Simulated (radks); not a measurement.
The numbers below are computed, except where a source is named.
Ionisation of the platinum ion Pt3+, [Xe] 4f14 5d7, to Pt4+, [Xe] 4f14 5d6, under several functionals. Dirac Kohn-Sham, spin-unpolarised, spherical densities, point nucleus; open shells fill j = l - 1/2 first; a radial shooting solver on a logarithmic mesh with Libxc functionals. Known Delta-SCF values: PBEsol 44.778 eV. What does HCTH/407 give, and what is its highest occupied eigenvalue?

Answer. 45.237 eV by Delta-SCF; the 5d5/2 eigenvalue is -38.364 eV. NIST: 43 eV (theoretical).

Beside tabulated values, note that spin-unpolarised runs miss the spin-polarisation part of the exchange energy of open shells.
